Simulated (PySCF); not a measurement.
Method: PBE-D3(BJ)/def2-TZVP // r2SCAN-D4/def2-SVP (PySCF). Isolated molecules, 0 K electronic values unless said otherwise. 

Reference species: [Hf(H)4] (neutral, multiplicity 1).

The HOMO comes out as -7.12 eV, the coordination number comes out as 4 and the charge on the central atom (Mulliken) is 0.69 e.

Changed species: [Hf(Cl)(H)3] (3 of 4 Cl replaced by H; the reference has 4 of 4 Cl replaced by H).

Predict the effect on the HOMO, coordination number and charge on the central atom (Mulliken).

the HOMO falls by 0.14 eV, to -7.26 eV; the coordination number stays essentially unchanged; the charge on the central atom (Mulliken) rises by 0.07 e, to 0.76 e.
